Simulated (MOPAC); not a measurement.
Job for MOPAC: AM1 on CH7GeN (SMILES [CH3][GeH2][NH2]), a point of a torsion scan.

```
AM1 1SCF PRECISE CHARGE=0 THREADS=1
CH7GeN

C      1.31874477 1     0.56063604 1    -0.02377406 1
Ge    -0.12936764 1    -0.79142951 1    -0.07318383 1
N     -0.50468935 1    -1.57718368 1     1.52067845 1
H      2.29551431 1     0.08308477 1    -0.03288805 1
H      1.26412042 1     1.21795562 1    -0.88583939 1
H      1.24515309 1     1.17337415 1     0.87147418 1
H      0.20110801 1    -1.92495109 1    -0.99897572 1
H     -1.43001450 1    -0.17144039 1    -0.49571094 1
H     -0.83092401 1    -0.95871387 1     2.25045381 1
H      0.21902326 1    -2.16346327 1     1.91301637 1
```

Program output:

```
*******************************************************************************
 **                                                                           **
 **                              MOPAC v23.2.5                                **
 **                                                                           **
 *******************************************************************************
 ** MOPAC's Digital Object Identifier: https://doi.org/10.5281/zenodo.6511958 **
 **                                                                           **
 ** Please cite the open-source release paper for use of this MOPAC version:  **
 ** J. E. Moussa and J. J. P. Stewart (2026)                                  **
 ** MOPAC: An open-source semiempirical molecular orbital program             **
 ** J. Open Source Softw., 11(119), 8025, https://doi.org/10.21105/joss.08025 **
 *******************************************************************************

                              AM1 CALCULATION RESULTS

 *******************************************************************************
 *  AM1        - The AM1 Hamiltonian to be used
 *
 *
 *
 *                 CHARGE ON SYSTEM = 0
 *
 *
 *
 *  PRECISE    - TIGHTER CRITERIA TO BE USED
 *  1SCF       - DO 1 SCF AND THEN STOP
 *  THREADS=1  - MULTI-THREADING NOT USED
 *  T=         - A TIME OF 172800.0 SECONDS REQUESTED
 *  DUMP=N     - RESTART FILE WRITTEN EVERY 7200.0 SECONDS REQUESTED
 *******************************************************************************
AM1 1SCF PRECISE CHARGE=0 THREADS=1
 CH7GeN

   ATOM   CHEMICAL          X               Y               Z
  NUMBER   SYMBOL      (ANGSTROMS)     (ANGSTROMS)     (ANGSTROMS)

     1       C          1.31874477  *   0.56063604  *  -0.02377406  *
     2      Ge         -0.12936764  *  -0.79142951  *  -0.07318383  *
     3       N         -0.50468935  *  -1.57718368  *   1.52067845  *
     4       H          2.29551431  *   0.08308477  *  -0.03288805  *
     5       H          1.26412042  *   1.21795562  *  -0.88583939  *
     6       H          1.24515309  *   1.17337415  *   0.87147418  *
     7       H          0.20110801  *  -1.92495109  *  -0.99897572  *
     8       H         -1.43001450  *  -0.17144039  *  -0.49571094  *
     9       H         -0.83092401  *  -0.95871387  *   2.25045381  *
    10       H          0.21902326  *  -2.16346327  *   1.91301637  *



          CARTESIAN COORDINATES

    NO.       ATOM           X           Y           Z

     1         C          1.3187      0.5606     -0.0238
     2        Ge         -0.1294     -0.7914     -0.0732
     3         N         -0.5047     -1.5772      1.5207
     4         H          2.2955      0.0831     -0.0329
     5         H          1.2641      1.2180     -0.8858
     6         H          1.2452      1.1734      0.8715
     7         H          0.2011     -1.9250     -0.9990
     8         H         -1.4300     -0.1714     -0.4957
     9         H         -0.8309     -0.9587      2.2505
    10         H          0.2190     -2.1635      1.9130

  H: (AM1): M.J.S. DEWAR ET AL, J. AM. CHEM. SOC. 107 3902-3909 (1985)
  C: (AM1): M.J.S. DEWAR ET AL, J. AM. CHEM. SOC. 107 3902-3909 (1985)
  N: (AM1): M.J.S. DEWAR ET AL, J. AM. CHEM. SOC. 107 3902-3909 (1985)
 Ge: (AM1): M.J.S.Dewar and C.Jie, Organometallics, 8, 1544, (1989)

           Empirical Formula: C H7 N Ge  =    10 atoms



      MOLECULAR POINT GROUP   :   C1


      RHF CALCULATION, NO. OF DOUBLY OCCUPIED LEVELS = 10


 -------------------------------------------------------------------------------
 AM1 1SCF PRECISE CHARGE=0 THREADS=1
 CH7GeN



     1SCF WAS SPECIFIED, SO BFGS WAS NOT USED
     SCF FIELD WAS ACHIEVED


                              AM1 CALCULATION
                                                       MOPAC v23.2.5 Linux




          FINAL HEAT OF FORMATION =          3.53461 KCAL/MOL =      14.78882 KJ/MOL


          COSMO AREA              =        109.23 SQUARE ANGSTROMS
          COSMO VOLUME            =         96.56 CUBIC ANGSTROMS

          IONIZATION POTENTIAL    =          9.782228 EV
          HOMO LUMO ENERGIES (EV) =         -9.782  1.099
          NO. OF FILLED LEVELS    =         10
          MOLECULAR WEIGHT        =        105.6630         POINT GROUP:  C1

          MOLECULAR DIMENSIONS (Angstroms)

            Atom       Atom       Distance
            H    10    H     5     4.51219
            H     8    H     4     3.68388
            H     6    H     7     3.27833


          SCF CALCULATIONS        =          1





   ATOM   CHEMICAL          X               Y               Z
  NUMBER   SYMBOL      (ANGSTROMS)     (ANGSTROMS)     (ANGSTROMS)

     1       C          1.31874477  *   0.56063604  *  -0.02377406  *
     2      Ge         -0.12936764  *  -0.79142951  *  -0.07318383  *
     3       N         -0.50468935  *  -1.57718368  *   1.52067845  *
     4       H          2.29551431  *   0.08308477  *  -0.03288805  *
     5       H          1.26412042  *   1.21795562  *  -0.88583939  *
     6       H          1.24515309  *   1.17337415  *   0.87147418  *
     7       H          0.20110801  *  -1.92495109  *  -0.99897572  *
     8       H         -1.43001450  *  -0.17144039  *  -0.49571094  *
     9       H         -0.83092401  *  -0.95871387  *   2.25045381  *
    10       H          0.21902326  *  -2.16346327  *   1.91301637  *

                             CARTESIAN COORDINATES

   1    C        1.318744770     0.560636040    -0.023774060
   2   Ge       -0.129367640    -0.791429510    -0.073183830
   3    N       -0.504689350    -1.577183680     1.520678450
   4    H        2.295514310     0.083084770    -0.032888050
   5    H        1.264120420     1.217955620    -0.885839390
   6    H        1.245153090     1.173374150     0.871474180
   7    H        0.201108010    -1.924951090    -0.998975720
   8    H       -1.430014500    -0.171440390    -0.495710940
   9    H       -0.830924010    -0.958713870     2.250453810
  10    H        0.219023260    -2.163463270     1.913016370


           Empirical Formula: C H7 N Ge  =    10 atoms



      MOLECULAR POINT GROUP   :   C1


                  EIGENVALUES
 -31.91291 -28.67804 -15.92344 -14.73276 -13.91350 -13.67412 -13.11210 -11.58842
 -11.27853  -9.78223   1.09878   1.11639   1.46187   2.42246   4.56528   4.57730
   5.29024   5.35341   6.17257


              NET ATOMIC CHARGES AND DIPOLE CONTRIBUTIONS

  ATOM NO.   TYPE          CHARGE      No. of ELECS.   s-Pop       p-Pop
    1          C          -0.483108        4.4831     1.26279     3.22032
    2         Ge           0.870087        3.1299     0.82946     2.30045
    3          N          -0.605957        5.6060     1.59407     4.01189
    4          H           0.074657        0.9253     0.92534
    5          H           0.079961        0.9200     0.92004
    6          H           0.072698        0.9273     0.92730
    7          H          -0.150831        1.1508     1.15083
    8          H          -0.151614        1.1516     1.15161
    9          H           0.146811        0.8532     0.85319
   10          H           0.147296        0.8527     0.85270
 DIPOLE           X         Y         Z       TOTAL
 POINT-CHG.     0.076     0.202    -0.699     0.732
 HYBRID         1.055     0.652     1.067     1.636
 SUM            1.131     0.854     0.368     1.464


          ATOMIC ORBITAL ELECTRON POPULATIONS

     Atom    s        px        py        pz
    1  C   1.26279   1.09629   1.08844   1.03559
    2 Ge   0.82946   0.79621   0.78123   0.72301
    3  N   1.59407   1.48676   1.35863   1.16650
    4  H   0.92534
    5  H   0.92004
    6  H   0.92730
    7  H   1.15083
    8  H   1.15161
    9  H   0.85319
   10  H   0.85270

 **********************
 *                    *
 * JOB ENDED NORMALLY *
 *                    *
 **********************




 == MOPAC DONE ==
```

The run finished.

Cost: roughly 0.03 core-seconds.
